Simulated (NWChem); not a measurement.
System: ScCl₂ cation; SMILES [Cl][Sc+][Cl]

Here is an NWChem input.

```
start job
memory heap 200 mb stack 700 mb global 900 mb
charge 1
geometry units angstroms
  Sc     0.000000     0.000000     0.781372
  Cl     1.802450     0.000000    -0.460012
  Cl    -1.802450     0.000000    -0.460012
end
basis spherical
  Sc library 3-21g
  Cl library 3-21g
end
dft
  xc hfexch
  iterations 150
end
driver
  maxiter 120
end
task dft optimize
task dft freq
```

NWChem printed, in part:

```
             Northwest Computational Chemistry Package (NWChem) 7.3.0
             --------------------------------------------------------

 C2V symmetry detected

                             Geometry "geometry" -> ""
                             -------------------------

 Output coordinates in angstroms (scale by  1.889725989 to convert to a.u.)

  No.       Tag          Charge          X              Y              Z
 ---- ---------------- ---------- -------------- -------------- --------------
    1 Sc                  21.0000     0.00000000     0.00000000     0.76740102
    2 Cl                  17.0000     1.80245000     0.00000000    -0.47398298
    3 Cl                  17.0000    -1.80245000     0.00000000    -0.47398298

 Effective nuclear repulsion energy (a.u.)     215.0620503976

      Symmetry information
      --------------------

 Group name             C2v
 Group number             16
 Group order               4
 No. of unique centers     2

                                Z-matrix (autoz)
                                --------

 Units are Angstrom for bonds and degrees for angles

      Type          Name      I     J     K     L     M      Value
      ----------- --------  ----- ----- ----- ----- ----- ----------
    1 Stretch                  1     2                       2.18857
    2 Stretch                  1     3                       2.18857
    3 Bend                     2     1     3               110.88805

  xc_inp: hfexch multiplicative factor not found.

                           NWChem Geometry Optimization
                           ----------------------------

 maximum gradient threshold         (gmax) =   0.000450
 rms gradient threshold             (grms) =   0.000300
 maximum cartesian step threshold   (xmax) =   0.001800
 rms cartesian step threshold       (xrms) =   0.001200
 fixed trust radius                (trust) =   0.300000
 source of zmatrix                         =   autoz

          -------------------
          Energy Minimization
          -------------------

 Using diagonal initial Hessian
 Scaling for Hessian diagonals: bonds = 1.00  angles = 0.25  torsions = 0.10

          --------
          Step   0

                                 NWChem DFT Module
                                 -----------------

 Summary of "ao basis" -> "ao basis" (spherical)
 ------------------------------------------------------------------------------
       Tag                 Description            Shells   Functions and Types
 ---------------- ------------------------------  ------  ---------------------
 Sc                          3-21g                  11       27   5s4p2d
 Cl                          3-21g                   7       13   4s3p

      Symmetry analysis of basis
      --------------------------

        a1         23
        a2          5
        b1         16
        b2          9

            General Information
            -------------------
          SCF calculation type: DFT
          Wavefunction type:  closed shell.
          No. of atoms     :     3
          No. of electrons :    54
           Alpha electrons :    27
            Beta electrons :    27
          Charge           :     1
          Spin multiplicity:     1
          Use of symmetry is: on ; symmetry adaption is: on
          Maximum number of iterations: 150
          AO basis - number of functions:    53
                     number of shells:    25
          Convergence on energy requested:  1.00D-06
          Convergence on density requested:  1.00D-05
          Convergence on gradient requested:  5.00D-04

              XC Information
              --------------
                     Hartree-Fock (Exact) Exchange  1.000

      Superposition of Atomic Density Guess
      -------------------------------------

 Sum of atomic energies:       -1670.56463018

 Renormalizing density from      55.00 to     54

      Non-variational initial energy
      ------------------------------

 Total energy =   -1651.523813
 1-e energy   =   -2680.017255
 2-e energy   =     813.431392
 HOMO         =      -0.779553
 LUMO         =      -0.339256

      Symmetry analysis of molecular orbitals - initial
      -------------------------------------------------

  Numbering of irreducible representations:

     1 a1          2 a2          3 b1          4 b2

  Orbital symmetries:

     1 a1          2 a1          3 b1          4 a1          5 b1
     6 a1          7 b2          8 a1          9 b1         10 b1
    11 a1         12 b1         13 b2         14 a1         15 a2
    16 a1         17 b1         18 a1         19 b2         20 a1
    21 b1         22 a1         23 a1         24 b1         25 b2
    26 a2         27 b1         28 a1         29 a1         30 a2
    31 b2         32 b1         33 a1         34 b2         35 a1
    36 b1         37 a1

[...]

      ----------------------
      Optimization converged
      ----------------------

  Step       Energy      Delta E   Gmax     Grms     Xrms     Xmax
  ---- ---------------- -------- -------- -------- -------- --------
@    4   -1670.51705253 -1.4D-07  0.00003  0.00002  0.00096  0.00179
                                     ok       ok       ok       ok

                                Z-matrix (autoz)
                                --------

 Units are Angstrom for bonds and degrees for angles

      Type          Name      I     J     K     L     M      Value     Gradient
      ----------- --------  ----- ----- ----- ----- ----- ---------- ----------
    1 Stretch                  1     2                       2.24125    0.00001
    2 Stretch                  1     3                       2.24125    0.00001
    3 Bend                     2     1     3               122.89460   -0.00003

                         Geometry "geometry" -> "geometry"
                         ---------------------------------

 Output coordinates in angstroms (scale by  1.889725989 to convert to a.u.)

  No.       Tag          Charge          X              Y              Z
 ---- ---------------- ---------- -------------- -------------- --------------
    1 Sc                  21.0000     0.00000000     0.00000000     0.65397393
    2 Cl                  17.0000     1.96866435     0.00000000    -0.41726944
    3 Cl                  17.0000    -1.96866435     0.00000000    -0.41726944

 Effective nuclear repulsion energy (a.u.)     207.4227922399

      Symmetry information
      --------------------

 Group name             C2v
 Group number             16
 Group order               4
 No. of unique centers     2

                Final and change from initial internal coordinates
                --------------------------------------------------

                                Z-matrix (autoz)
                                --------

 Units are Angstrom for bonds and degrees for angles

      Type          Name      I     J     K     L     M      Value       Change
      ----------- --------  ----- ----- ----- ----- ----- ---------- ----------
    1 Stretch                  1     2                       2.24125    0.05268
    2 Stretch                  1     3                       2.24125    0.05268
    3 Bend                     2     1     3               122.89460   12.00655

[...]

 Rotational Constants
 --------------------
 A=   0.536811 cm-1  (  0.772334 K)
 B=   0.062194 cm-1  (  0.089481 K)
 C=   0.055736 cm-1  (  0.080190 K)

 Temperature                      =   298.15K
 frequency scaling parameter      =   1.0000

 Zero-Point correction to Energy  =    1.496 kcal/mol  (  0.002384 au)
 Thermal correction to Energy     =    4.053 kcal/mol  (  0.006460 au)
 Thermal correction to Enthalpy   =    4.646 kcal/mol  (  0.007403 au)

 Total Entropy                    =   70.198 cal/mol-K
   - Translational                =   40.114 cal/mol-K (mol. weight = 114.8936)
   - Rotational                   =   24.875 cal/mol-K (symmetry #  =        2)
   - Vibrational                  =    5.209 cal/mol-K

 Cv (constant volume heat capacity) =   10.500 cal/mol-K
   - Translational                  =    2.979 cal/mol-K
   - Rotational                     =    2.979 cal/mol-K
   - Vibrational                    =    4.541 cal/mol-K

[normal modes left out]

 ----------------------------------------------------------------------------
 Normal Eigenvalue ||           Projected Infra Red Intensities
  Mode   [cm**-1]  || [atomic units] [(debye/angs)**2] [(KM/mol)] [arbitrary]
 ------ ---------- || -------------- ----------------- ---------- -----------
    1       -0.000 ||    0.006518           0.150         6.354       1.110
    2       -0.000 ||    0.009080           0.209         8.851       1.547
    3        0.000 ||    0.087890           2.028        85.679      14.970
    4        0.000 ||    0.006975           0.161         6.800       1.188
    5        0.000 ||    0.006975           0.161         6.800       1.188
    6        0.000 ||    0.011476           0.265        11.188       1.955
    7       84.677 ||    0.037220           0.859        36.284       6.340
    8      439.957 ||    0.057167           1.319        55.730       9.737
    9      522.278 ||    0.305080           7.038       297.407      51.965
 ----------------------------------------------------------------------------
```

Level: Hartree-Fock/3-21G. The spin multiplicity was typed, not searched, and may not be the lowest.
